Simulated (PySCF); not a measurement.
Electron correlation in Fe²⁺ (iron, charge +2)

[Ar] 3d5 4s1, high-spin 7S determinant (an excited configuration). Calculation: PySCF 2.14, in aug-cc-pVDZ (7s6p4d2f, 59 functions); no relativity, point nucleus. Frozen: [Ar]; 6 electrons correlated.

| level | correlation energy (mhartree) |
| --- | --- |
| CCSD | -68.30 |
| (T) | -0.56 |
| CCSD(T) | -68.86 |

Diagnostics: T1 = 0.0052, D1 = 0.0099, largest double amplitude 0.022.

Cost of the coupled-cluster step: of the order of 2.4 core-seconds, for 6 correlated electrons.
